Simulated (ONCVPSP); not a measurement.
# Ranking ONCV potentials for platinum

All share these settings but for the change named:

```json
{
 "Element": "Pt",
 "Generator": "ONCVPSP 4.0.1",
 "Type": "optimised norm-conserving Vanderbilt (ONCV)",
 "Functional": "LDA (Perdew-Wang 92)",
 "Relativity": "scalar-relativistic",
 "Frozen core": "[Kr] 4d10 4f14",
 "Valence charge": "18",
 "Reference configuration": "5s2 5p6 5d8 6s2",
 "Partial waves": "5s+6s: rc 1.45 bohr, ncon 4, nbas 8, qcut 8.4 1/bohr, 2 projectors; 5p: rc 1.80 bohr, ncon 5, nbas 10, qcut 8.1 1/bohr, 2 projectors, debl 0.7 Ha; 5d: rc 2.30 bohr, ncon 5, nbas 9, qcut 6.3 1/bohr, 2 projectors, debl 2.1 Ha",
 "Local potential": "polynomial inside 1.40 bohr (lpopt 2, dvloc0 4 Ha)",
 "Core correction": "Teter function fitted to the true core (icmod 2), fcfact 0.55"
}
```

In the p channel the program set the typed energies aside and used -2.162, 0.250 Ha.

Test errors are all-electron minus pseudo excitation energies from the reference, over 5s2 5p6 5d9 6s1; 5s2 5p6 5d9 6s0; 5s2 5p6 5d8 6s0; 5s2 5p6 5d7 6s0. None of these files shows a bound ghost.

The base gives 18.1 meV.

Of 10 variants that were run, those that failed, showed a ghost or another fault, or gave nearly equal values are left out.

A variant can come out equal or close to the base, since the largest error may sit in a test that the change hardly touches while other tests move.

Q: Rank these variants by their largest absolute test error, smallest first.
A. s: rc 1.6
B. s: rc 2.1
C. s: rc 1.22; local potential polynomial inside 1.22 bohr (lpopt 2, dvloc0 4 Ha)

A: C (15.4 meV), A (20.0 meV), B (25.7 meV).
